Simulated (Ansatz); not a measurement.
## Ligand exchange: C4H9Cl + C2H6OSn → C4H10O + C2H5ClSn

Species: C4H9Cl (1-chloro-2-methylpropane) `CC(C)CCl`, singlet; C2H6OSn `C[CH2][Sn][OH]`, singlet; C4H10O (2-methyl-1-propanol) `CC(C)CO`, singlet; C2H5ClSn `C[CH2][Sn][Cl]`, singlet. The partners trade Cl for OH: C–Cl and Sn–OH bonds give way to C–OH and Sn–Cl.

Shapes, held fixed at every level: PBE0-D4/def2-TZVP. Flexible molecules stand in one conformer, not always the lowest. Programs: Ansatz 0.2.0. Electronic energies: no zero-point or thermal term.

```json
{"level": "HF/def2-TZVPP", "kind": "Hartree–Fock", "ΔE (kJ/mol)": "-67.8", "less CCSD(T)/def2-TZVPP": "-26.2"}
{"level": "r2SCAN-D4/def2-TZVPP", "kind": "meta-GGA", "ΔE (kJ/mol)": "-43.5", "less CCSD(T)/def2-TZVPP": "-1.9"}
{"level": "B3LYP-D4/def2-TZVPP", "kind": "global hybrid", "ΔE (kJ/mol)": "-46.7", "less CCSD(T)/def2-TZVPP": "-5.1"}
{"level": "wB97M-V/def2-TZVPP", "kind": "range-separated hybrid", "ΔE (kJ/mol)": "-45.2", "less CCSD(T)/def2-TZVPP": "-3.6"}
{"level": "B2PLYP/def2-TZVPP", "kind": "double hybrid", "ΔE (kJ/mol)": "-42.7", "less CCSD(T)/def2-TZVPP": "-1.1"}
{"level": "MP2/def2-TZVPP", "kind": "perturbation theory", "ΔE (kJ/mol)": "-37.7", "less CCSD(T)/def2-TZVPP": "+3.9"}
{"level": "CCSD(T)/def2-TZVPP", "kind": "coupled cluster or CI", "ΔE (kJ/mol)": "-41.6", "less CCSD(T)/def2-TZVPP": "0.0"}
```

The highest level, CCSD(T)/def2-TZVPP, gives ΔE = -41.6 kJ/mol; the levels span -67.8 to -37.7. The column of differences is taken from that level and isn't an error. No measured value is set beside it here. For atoms past krypton def2 sets carry core potentials with scalar relativity. Correlated rows may include outer-core shells of Sn, which these sets cover unevenly.
